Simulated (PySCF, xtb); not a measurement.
BeO, SMILES [Be]=[O].

GFN2-xTB (xtb) at its own geometry gives an orbital gap of 4.23 eV and a dipole moment of 6.24 D.

Geometry optimised at B3LYP-D3(BJ)/def2-TZVPD.

Q: What does B3LYP/def2-TZVPD (PySCF) give? (The exact figures need the calculation; the answer reports its results.)

A: gap 2.85 eV (levels -7.23 and -4.39 eV), dipole 6.43 D.
